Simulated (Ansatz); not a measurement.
`N[SiH2]N[SiH](N)F` + `OCF` → `N[SiH](F)F` + `N[SiH2]NCO`  (formal exchange of groups at the Si–N bond)

Computed with Ansatz on PBE0-D4/def2-TZVP structures; ΔE is electronic, products minus reactants. CCSD(T)/CBS is the MP2 limit (def2-TZVPP, def2-QZVPP) plus CCSD(T) − MP2 in def2-TZVPP, frozen cores. This one scheme is used for every species. Functionals use def2-TZVPP. B3LYP here is the variant with VWN-RPA as its local correlation; programs differ in this. Each species was taken in one conformer, which may not be the lowest.

```
             level  ΔE (kJ/mol)  difference from CCSD(T)/CBS
            PBE-D4        -64.4                         11.9
         r2SCAN-D4        -69.0                          7.3
           PBE0-D4        -66.9                          9.4
          B3LYP-D4        -67.3                          9.0
           ωB97M-V        -69.3                          7.0
            B2PLYP        -75.8                          0.5
               PBE        -69.4                          6.9
            r2SCAN        -70.4                          5.9
             B3LYP        -75.4                          0.9
     HF/def2-TZVPP        -78.0                         -1.7
SCS-MP2/def2-TZVPP        -77.3                         -1.0
CCSD(T)/def2-TZVPP        -73.3                          3.0
     HF/def2-QZVPP        -80.2                         -3.9
      HF/CBS(def2)        -80.5                         -4.2
     MP2/CBS(def2)        -80.4                         -4.1
    CCSD/CBS(def2)        -78.2                         -1.9
       CCSD(T)/CBS        -76.3                            0
```

Largest T1 diagnostic among the species: 0.011.

The D4 term adds +8.1 kJ/mol with B3LYP and +4.6 kJ/mol with PBE0; it sums over pairs of atoms, weighted by their polarisabilities, and B3LYP, whose exchange is more repulsive, gets the larger term.
